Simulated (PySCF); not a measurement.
Geometry:
| atom | x (Å) | y (Å) | z (Å) |
| --- | --- | --- | --- |
| P1 | 3.306 | -1.049 | 0.406 |
| B2 | 2.066 | 0.469 | -0.038 |
| C3 | 0.558 | -0.113 | -0.200 |
| C4 | -0.243 | -0.578 | 1.047 |
| C5 | -1.518 | 0.028 | 0.434 |
| C6 | -0.612 | 0.866 | -0.485 |
| H7 | 4.494 | -0.319 | 0.755 |
| H8 | 2.986 | -1.277 | 1.793 |
| H9 | 2.487 | 0.920 | -1.119 |
| H10 | 2.092 | 1.356 | 0.835 |
| H11 | 0.517 | -0.926 | -0.954 |
| H12 | -0.251 | -1.652 | 1.302 |
| H13 | 0.084 | -0.017 | 1.940 |
| H14 | -2.229 | 0.552 | 1.100 |
| H15 | -2.084 | -0.726 | -0.140 |
| H16 | -0.932 | 1.017 | -1.532 |
| H17 | -0.397 | 1.856 | -0.047 |

Total charge -1.

Geometry: PBE0-D3(BJ)/def2-SVP; GIAO shifts from PySCF 2.14, gas phase, non-relativistic, averaged over equivalent atoms.

At PBE0/pcSseg-1 (164 basis functions, 15 s wall time on 1 thread of an x86-64 server CPU, shared host):
| atoms | δ (ppm) |
| --- | --- |
| P1 | -227.1 |
| B2 | -27.2 |
| C3 | 38.5 |
| C4/C6 | 34.6 |
| C5 | 25.3 |
| H11 | 1.66 |
| H15 | 1.55 |
| H12/H16 | 1.52 |
| H13/H17 | 1.50 |
| H9/H10 | 1.49 |
| H14 | 1.44 |
| H7/H8 | 0.77 |

Referencing at the same level of theory: H3PO4 for $^{31}$P (σ = 310.13 ppm); $^{11}$B (σ = 100.73 ppm) vs BF3·OEt2; TMS for $^{13}$C (σ = 184.41 ppm), $^{1}$H (σ = 31.27 ppm).

Q: Predict the values at B97-2/pcSseg-1 on the same geometry.

A: 
| atoms | δ at B97-2/pcSseg-1 | change |
| --- | --- | --- |
| P1 | -216.4 | +10.7 |
| B2 | -25.7 | +1.5 |
| C3 | 38.6 | +0.1 |
| C4/C6 | 34.7 | +0.1 |
| C5 | 25.9 | +0.6 |
| H11 | 1.65 | -0.01 |
| H15 | 1.54 | -0.01 |
| H12/H16 | 1.52 | +0.00 |
| H13/H17 | 1.51 | +0.01 |
| H9/H10 | 1.45 | -0.04 |
| H14 | 1.46 | +0.02 |
| H7/H8 | 0.75 | -0.02 |

Referencing at the same level of theory: H3PO4 for $^{31}$P (316.18 ppm); $^{11}$B (101.82 ppm) against BF3·OEt2; TMS for $^{13}$C (183.69 ppm), $^{1}$H (31.38 ppm).

The largest change is at P1 (phosphorus bonded to B, 2 H). Cost: 164 basis functions, 13 s wall time on 1 thread of an x86-64 server CPU, shared host. The order of the carbon signals is the same at both levels.

A carbon bonded to boron is broadened by the quadrupolar boron nucleus and is often missing from a measured spectrum. Experimental scales use liquid or dissolved standards, which lie at an offset from isolated H3PO4.
